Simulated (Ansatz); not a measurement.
`C[Si](C)F` radical. The species carries charge 0 and has multiplicity 2. Geometry: relaxed with PBE0-D4/def2-TZVP.

```xyz
10

C    -1.344   -0.792   -0.137
Si    0.218   -0.064   -0.858
C     1.092    1.070    0.342
F     1.218   -1.290   -1.177
H    -1.823   -1.477   -0.839
H    -1.110   -1.346    0.779
H    -2.056   -0.001    0.111
H     0.454    1.919    0.599
H     1.332    0.527    1.262
H     2.020    1.455   -0.082
```

What is the dipole moment at B3LYP/def2-TZVPP? (An estimate is asked.)

Computed: 1.82 D, with components (-1.01, 1.04, 1.09) D in this frame, pointing from negative to positive charge.

And with PBE, r2SCAN, ωB97M-V? (Estimate.)

The calculation gave: PBE 1.78 D, r2SCAN 1.81 D, ωB97M-V 1.80 D.

Give the Mulliken charges with B3LYP, PBE, ωB97M-V in def2-TZVPP. (Estimate.)

The calculation gave: 
| atom | B3LYP | PBE | ωB97M-V |
| --- | --- | --- | --- |
| C1 | -0.37 | -0.36 | -0.43 |
| Si2 | 0.48 | 0.39 | 0.46 |
| C3 | -0.37 | -0.36 | -0.43 |
| F4 | -0.34 | -0.29 | -0.32 |
| H5 | 0.11 | 0.11 | 0.12 |
| H6 | 0.10 | 0.10 | 0.12 |
| H7 | 0.10 | 0.10 | 0.11 |
| H8 | 0.10 | 0.10 | 0.11 |
| H9 | 0.10 | 0.10 | 0.12 |
| H10 | 0.11 | 0.11 | 0.12 |

B3LYP here is the variant with VWN-RPA as its local correlation; programs differ in this.
